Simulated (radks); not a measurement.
Spherical quantum dot in the effective-mass picture: electrons in a hard-walled sphere of radius 1.84, with a point charge +1 (a donor) at the centre, all in effective atomic units (hartree* = m*/eps^2 hartree, bohr* = eps/m* bohr), one dielectric constant everywhere. Calculated with a radial shooting solver with Libxc functionals: non-relativistic Kohn-Sham, PBE, spin-polarised, spherical densities. Levels are named by radial order and angular momentum (1s, 1p, 1d, 2s, ...), and open shells are averaged over m. Results are scaled to m* = 0.472 and eps = 7, for which hartree* = 262.1 meV and bohr* = 0.7848 nm.

N = 14, configuration 1s2 1p6 1d(up 5, down 1). This is the lowest configuration that the search found. Occupied and some empty levels:

level    occupation  eigenvalue (meV)  <r> (nm)
1s up             1            2793.4    0.7893
1s down           1            2823.2    0.7785
1p up             3            3124.5    0.9140
1p down           3            3163.8    0.9105
1d up             5            3562.1    0.9772
1d down           1            3605.1    0.9757
2s up             0            3812.1    0.6666
2s down           0            3827.7    0.6720
1f up             0            4113.1     1.021
1f down           0            4157.9     1.021
2p up             0            4682.6    0.7551
2p down           0            4704.6    0.7550

Energy (meV): total 26993.2, kinetic 13521, external -3433.7, Hartree 19777, exchange-correlation -2871.4.

Electron density:

r (nm)  n(r) (e/nm^3)
0.0380          1.276
0.146           1.084
0.254           1.068
0.362           1.195
0.470           1.435
0.578           1.746
0.686           2.054
0.794           2.253
0.903           2.231
1.01            1.917
1.12            1.339
1.23           0.6724
1.33           0.1758
1.44        0.0001825
